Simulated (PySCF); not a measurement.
What PySCF settings do for CaN

Base input, run as `OMP_NUM_THREADS=1 python input.py` with PySCF 2.14:

```python
from pyscf import gto, scf
from pyscf.hessian import thermo

mol = gto.M(
    atom='Ca 0 0 0; N 0 0 2.133',
    basis='lanl2dz',
    ecp={'Ca': 'lanl2dz'},
    charge=0,
    spin=3,
    verbose=4,
)
mf = scf.UHF(mol)
mf.kernel()
hess = mf.Hessian().kernel()
print('wavenumber (cm^-1) =', thermo.harmonic_analysis(mol, hess)['freq_wavenumber'].round(1))
mf.dip_moment()
print('orbital energies (hartree):', [e[max(0, n-3):n+3].round(4) for e, n in zip(mf.mo_energy, mol.nelec)])
```

Base result: E(SCF) = -90.567911 Eh, 11 cycles, ⟨S²⟩ = 3.768, μz(SCF) = -3.63 D, wavenumbers 693 cm⁻¹. The bond length is a typed value, not an optimised one, so the wavenumber is not that of the minimum. No search for the lowest solution was made.

Hardware: Intel Xeon Platinum 8488C, 1 thread, shared host. Wall time 1.3 s, peak memory 0.12 GiB.

Each row names what differs from the base; energies in brackets are changes from the base.

```tsv
change	result	wall time (s)
geometry: bond 2.133 → bond 2.197 [not at a minimum]	E(SCF) = -90.571487 Eh (-0.0973 eV), 11 cycles, ⟨S²⟩ = 3.769, μz(SCF) = -3.89 D, wavenumbers 610 cm⁻¹	1.3
charge: 0 → -1; spin (2S): 3 → 4 [another spin of the ion may lie lower] [no diffuse functions for the anion] [not at a minimum] [a high spin state]	E(SCF) = -90.555076 Eh (+0.3492 eV), 11 cycles, ⟨S²⟩ = 6.017, wavenumbers 680 cm⁻¹	1.3
geometry: bond 2.133 → bond 0.5 [unsound on purpose] [not at a minimum]	E(SCF) = -72.741739 Eh, 10 cycles, ⟨S²⟩ = 3.752, μz(SCF) = 0.32 D, wavenumbers 18435 cm⁻¹	2
functional: none (Hartree–Fock) → hf,lyp; SCF type: UHF → UKS; step after the SCF: frequency → analyze	E(SCF) = -91.071483 Eh, 10 cycles, ⟨S²⟩ = 3.763, μz(SCF) = -3.91 D	1.2
SCF type: UHF → RHF [runs as restricted open-shell]	stops with NotImplementedError (Method Hessian invalid or not implemented) after the SCF	0.69
geometry: bond 2.133 → bond 25 [unsound on purpose] [not at a minimum]	E(SCF) = -90.611231 Eh (-1.1788 eV), ⟨S²⟩ = 3.755, μz(SCF) = 0.00 D	1.3
step after the SCF: frequency → optimize	E(SCF) = -90.567911 Eh (+0.0000 eV), 11 cycles, ⟨S²⟩ = 3.768, all at the start geometry; optimised bond 2.282 Å with E = -90.572996 Eh after 5 steps	2
PCM solvent, dielectric constant: none → 4.71; step after the SCF: frequency → analyze [an earlier cycle lay lower, so not the lowest solution of its kind]	E(SCF) = -90.499322 Eh (+1.8664 eV), ⟨S²⟩ = 3.760, μz(SCF) = -8.68 D	2.3
spin (2S): 3 → 7 [not at a minimum] [a high spin state]	E(SCF) = -89.911379 Eh (+17.8651 eV), 9 cycles, ⟨S²⟩ = 15.750, μz(SCF) = 7.59 D, wavenumbers 625 cm⁻¹	1.2
geometry: bond 2.133 → bond 2.282 [not at a minimum]	E(SCF) = -90.572996 Eh (-0.1384 eV), 11 cycles, ⟨S²⟩ = 3.771, μz(SCF) = -4.25 D, wavenumbers 513 cm⁻¹	1.4
basis set: lanl2dz → def2-svpd; core potential: on → off [not at a minimum]	E(SCF) = -730.999055 Eh, 12 cycles, ⟨S²⟩ = 3.763, μz(SCF) = -3.26 D, wavenumbers 643 cm⁻¹	7.3
basis set: lanl2dz → minao; core potential: on → off [not at a minimum]	E(SCF) = -731.070784 Eh, 8 cycles, ⟨S²⟩ = 3.750, μz(SCF) = 0.64 D, wavenumbers 696 cm⁻¹	4.9
SCF type: UHF → ROHF	stops with NotImplementedError (Method Hessian invalid or not implemented) after the SCF	0.66
functional: none (Hartree–Fock) → b3lyp5; SCF type: UHF → UKS; step after the SCF: frequency → analyze	E(SCF) = -91.076733 Eh, 11 cycles, ⟨S²⟩ = 3.764, μz(SCF) = -3.43 D	1.4
DIIS space: default → 12 [not at a minimum]	E(SCF) = -90.567911 Eh (+0.0000 eV), 11 cycles, ⟨S²⟩ = 3.768, μz(SCF) = -3.63 D, wavenumbers 693 cm⁻¹	1.2
density fitting: none → cc-pvdz-jkfit	stops with BasisNotFoundError (Basis set not found for Ca in cc-pvdz-jkfit)	0.74
charge: 0 → 1; spin (2S): 3 → 4 [another spin of the ion may lie lower] [not at a minimum] [a high spin state]	E(SCF) = -90.364294 Eh (+5.5407 eV), 9 cycles, ⟨S²⟩ = 6.005, wavenumbers 704 cm⁻¹	1.3
PCM solvent, dielectric constant: none → 2.27; step after the SCF: frequency → analyze [an earlier cycle lay lower, so not the lowest solution of its kind]	E(SCF) = -90.489750 Eh (+2.1269 eV), ⟨S²⟩ = 3.761, μz(SCF) = -8.52 D	1.5
electric field along z (a.u.): none → -0.01; step after the SCF: frequency → analyze	E(SCF) = -90.585153 Eh (-0.4692 eV), 11 cycles, ⟨S²⟩ = 3.763, μz(SCF) = -5.25 D	0.6
geometry: bond 2.133 → bond 1.706 [not at a minimum]	E(SCF) = -90.423981 Eh (+3.9165 eV), 11 cycles, ⟨S²⟩ = 3.764, μz(SCF) = -2.26 D, wavenumbers 1483 cm⁻¹	1.9
functional: none (Hartree–Fock) → revtpss; SCF type: UHF → UKS; step after the SCF: frequency → analyze	E(SCF) = -91.067983 Eh, ⟨S²⟩ = 3.753, μz(SCF) = -2.21 D	4.3
cycle limit: 50 → 8	not converged: SCF after 8 cycles	1.5
```

Task: Order these changes by how far they move the SCF energy from the base, largest first: (1) PCM solvent, dielectric constant: none → 2.27; step after the SCF: frequency → analyze; (2) PCM solvent, dielectric constant: none → 4.71; step after the SCF: frequency → analyze; (3) electric field along z (a.u.): none → -0.01; step after the SCF: frequency → analyze; (4) geometry: bond 2.133 → bond 1.706.

Result: (4) +3.9165 eV, (1) +2.1269 eV, (2) +1.8664 eV, (3) -0.4692 eV.
